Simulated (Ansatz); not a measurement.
Consider the silylene formation by 1,1-elimination: `Cl[SiH2][CH2][GeH3]` → `Cl[CH2][GeH3]` + `[SiH2]`.

Calculated with Ansatz (gas phase, PBE0-D4/def2-TZVP geometries, no zero-point term in ΔE). CCSD(T)/CBS adds triple-zeta CCSD(T) − MP2 to the extrapolated MP2 energy (def2 sets, frozen cores). This one scheme is used for every species. DFT in def2-TZVPP. HSE06 is defined as in plane-wave codes. For Ge outer-core shells are correlated without core-valence functions, which leaves a few kJ/mol of doubt a bond. Scalar relativity is left out up to krypton. One conformer a species, not always the lowest.

| level | ΔE (kcal/mol) | difference from CCSD(T)/CBS |
| --- | --- | --- |
| PBE-D4 | 98.3 | -1.5 |
| r2SCANh-D4 | 105.1 | 5.3 |
| B2PLYP | 97.7 | -2.1 |
| revPBE | 92.3 | -7.5 |
| HSE06 | 100.0 | 0.2 |
| CAM-B3LYP | 97.4 | -2.4 |
| HF/def2-SVP | 93.9 | -5.9 |
| MP2/def2-SVP | 100.4 | 0.6 |
| HF/def2-TZVPP | 95.3 | -4.5 |
| CCSD(T)/def2-TZVPP | 97.6 | -2.2 |
| CCSD(T)/CBS | 99.8 | 0 |

Largest T1 diagnostic among the species: 0.014.

In def2-TZVPP, CCSD(T) changes the Hartree–Fock value by +2.3 kcal/mol (the triples alone add +0.8 kcal/mol) and MP2 by +8.9 kcal/mol. From r2SCAN to r2SCAN0 (25 % exact exchange), in def2-TZVPP and without D4, ΔE moves by +1.0 kcal/mol. At CCSD(T), def2-SVP lies −6.3 kcal/mol from the extrapolated value and def2-TZVPP −2.2 kcal/mol.

CCSD(T)/CBS has its own doubt, a few kJ/mol and more with outer-core shells, so smaller differences from it don't rank the levels.
